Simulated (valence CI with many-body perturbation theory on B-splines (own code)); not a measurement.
## Which ion has this spectrum?

A relativistic CI+MBPT calculation for an atom or ion with 7 electrons gives these levels (eV):

```csv
J,Parity,E,g
3/2,odd,0.0,1.36
3/2,odd,295.4,1.44
5/2,odd,315.2,1.18
1/2,odd,345.5,0.64
5/2,even,507.9,1.48
1/2,even,574.8,2.11
3/2,even,576.3,1.21
3/2,odd,642.1,1.28
3/2,even,823.4,1.55
5/2,even,855.3,1.28
1/2,even,890.8,1.43
3/2,even,902.1,1.06
3/2,odd,1137.0,1.32
1/2,even,1203.7,1.75
```

The energies are calculated, and their last digits are not significant.

Question: Which is it?
A. Xe47+
B. I46+
C. Sn43+
D. Sb44+

Answer: B. I46+, ground level (2s^2 2p1/2^2 2p3/2) J=3/2.
